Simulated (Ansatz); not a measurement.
CH3NSi2, SMILES `N#C[Si][SiH3]` (excited triplet) (charge 0, multiplicity 3). This triplet is an excited state, 0.70 eV above the relaxed singlet at the level B3LYP/cc-pVTZ // PBE0-D3(BJ)/def2-TZVP (Ansatz, a program for electronic structure).

Cartesian coordinates (Å):
```xyz
7

N      3.2612     0.5054     0.3465
C      2.2768    -0.0936     0.2161
Si     0.7775    -1.0932     0.0124
Si    -1.2643     0.0162    -0.1191
H     -1.4961     0.7852     1.1297
H     -1.2654     0.9230    -1.2949
H     -2.2898    -1.0429    -0.2770
```
Charge 0, spin multiplicity 3.

Frozen-core energies in 6-31g from Ansatz at a geometry from PBE0-D3(BJ)/def2-TZVP; the HF reference has <S^2> = 2.22 and the T1 diagnostic is 0.039.

```
level     energy (Ha)  difference from CCSDT(Q) (mHa)
--------  -----------  ------------------------------
HF         -671.72233                          318.39
MP2        -671.98462                           56.10
CCSD       -672.02891                           11.81
CCSD(T)    -672.03813                            2.59
CCSDT      -672.03914                            1.58
CCSDT(Q)   -672.04072                            0.00
```
